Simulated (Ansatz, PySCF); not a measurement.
Spin states of HfO2 (SMILES [O]=[Hf]=[O]), each relaxed with B3LYP-D3(BJ)/def2-TZVP.
State 1 (charge 0, multiplicity 1):
```xyz
3

Hf     0.41205    -0.34290     0.40856
O      0.87393     0.37434    -1.16463
O     -1.31916     0.01593     0.68576
```
State 2 (charge 0, multiplicity 3):
```tsv
atom	x (Å)	y (Å)	z (Å)
Hf	0.4598	-0.3832	0.4569
O	0.8230	0.3900	-1.1659
O	-1.3159	0.0405	0.6386
```

Singlets are restricted, other states unrestricted; no spin–orbit coupling, no relativity up to Kr; see below for the cores. The largest T1 diagnostic is 0.050.

Correlated levels freeze the inner cores; with def2 sets outer-core shells near the valence are correlated too.

Codes used: Ansatz (Gaussian basis) for Hartree–Fock, density functionals and correlated methods; PySCF for the dispersion terms.  In def2 rows elements past Kr take small-core potentials, without spin–orbit coupling.

Predict the energy of the multiplicity-3 state less that of the multiplicity-1 state from BHLYP-D3(BJ)/def2-TZVPP.

112 kJ/mol

Predict the energy of the multiplicity-3 state less that of the multiplicity-1 state from B3LYP-D4/def2-TZVPP.

119 kJ/mol

What is the computed energy of the multiplicity-3 state less that of the multiplicity-1 state (B2PLYP-D3(BJ)/def2-TZVPP)?

155 kJ/mol

Ansatz is an electronic-structure program.
